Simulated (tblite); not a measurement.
Species: C₅H₇ClS₂Si.
Geometry (GFN2-xTB, Å), atoms numbered from 1 in this order:
```xyz
16
C5H7ClS2Si angstrom
C      2.851   -2.025   -0.097
C      2.133   -0.810   -0.379
C      1.543    0.216   -0.620
Si     0.573    1.736   -0.949
Cl     0.972    2.429   -2.801
S     -1.552    1.129   -1.059
C     -1.822    0.650    0.578
C     -3.192    0.141    0.862
S     -0.668    0.727    1.735
H      2.237   -2.678    0.522
H      3.773   -1.794    0.435
H      3.096   -2.537   -1.027
H      0.652    2.813    0.020
H     -3.943    0.804    0.434
H     -3.317   -0.839    0.399
H     -3.345    0.047    1.934
```

All values are computed: GFN2-xTB (tblite) harmonic vibrations without scaling, gas phase. The method is semi-empirical: single wavenumbers can be off by several per cent or more. Modes of hydrogen on silicon can be 10 to 20 % off. One conformer, not necessarily the lowest. The optimisation stopped once no atom felt more than 0.01 eV/Å.

Lowest wavenumbers of the output (negative numbers stand for imaginary wavenumbers):
```
mode    cm-1
  1     -25.3
  2      37.2
  3      46.9
  4      58.3
  5      66.9
  6      88.8
  7     102.9
  8     122.0
  9     216.9
 10     227.7
 11     289.0
 12     321.4
 13     327.6
 14     335.1
 15     401.7
```

Task: Is this structure a minimum?

Result: Not by this Hessian. 1 mode is imaginary beyond 20i (25i cm⁻¹), so at this level the point lies at or near a first-order saddle. The curvature is small, so loose convergence or finite differences may be the whole cause.

Task: Which atoms move in the imaginary mode?

Result: 25i: H10 (methyl hydrogen) 34 %, H12 (methyl hydrogen) 34 %, H11 (methyl hydrogen) 32 %. These are shares of the mass-weighted motion.

Task: What is the remedy?

Result: Step along that mode in both directions, optimise again with tighter thresholds and repeat the frequencies. The zero-point energy of this point (63.9 kcal/mol) counts the 41 real modes alone, and thermal corrections from it aren't those of a minimum.
